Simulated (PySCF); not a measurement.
# Correlation energy of Zr (zirconium, neutral)

[Kr] 4d2 5s1 5p1, one real determinant (an excited configuration). Calculation: PySCF 2.14, in aug-cc-pVDZ-PP with ECP28MDF; scalar relativity through the core potential. Frozen: 4s2 4p6; 4 electrons correlated.

```json
{"level": "CCSD", "correlation energy (mhartree)": "-21.53"}
{"level": "(T)", "correlation energy (mhartree)": "-1.01"}
{"level": "CCSD(T)", "correlation energy (mhartree)": "-22.54"}
```

Diagnostics: T1 = 0.026, D1 = 0.0677, largest double amplitude 0.133.

The real determinant used has ⟨L²⟩ near 14 against 20 for a pure G term, so it mixes terms.

Cost of the coupled-cluster step: about 2 core-seconds, for 4 correlated electrons.

The reference is one real determinant that mixes LS terms of this configuration.
